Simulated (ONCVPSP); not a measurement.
## Building the ONCV potential for Mo (PBEsol, scalar-relativistic).

* Element: Mo
* Generator: ONCVPSP 4.0.1
* Type: optimised norm-conserving Vanderbilt (ONCV)
* Functional: PBEsol
* Relativity: scalar-relativistic
* Frozen core: [Ar] 3d10
* Valence charge: 14
* Reference configuration: 4s2 4p6 4d5 5s0.75 5p0.25
* Partial waves: 4s+5s: rc 2.00 bohr, ncon 5, nbas 8, qcut 5.2 1/bohr, 2 projectors; 4p+5p: rc 2.45 bohr, ncon 3, nbas 8, qcut 6.6 1/bohr, 2 projectors; 4d: rc 2.40 bohr, ncon 4, nbas 8, qcut 6 1/bohr, 2 projectors, debl 0.8 Ha
* Local potential: polynomial inside 1.65 bohr (lpopt 5, dvloc0 3 Ha)
* Core correction: Teter function fitted to the true core (icmod 2), fcfact 0.55

(1) Estimate the cutoffs (Ha) at which the residual kinetic energy of the hardest occupied pseudo-wave falls to 1 and 0.1 mHa per electron.

(2) What does a ghost test show?

Results:

(1) 13 Ha and 35 Ha.

(2) No bound ghost flagged; no localised positive-energy state flagged.

Its largest configuration-test error is -1.1 meV (4s2 4p6 4d5 5s0 5p0). 2 of 4 tests not solved or not reliable.
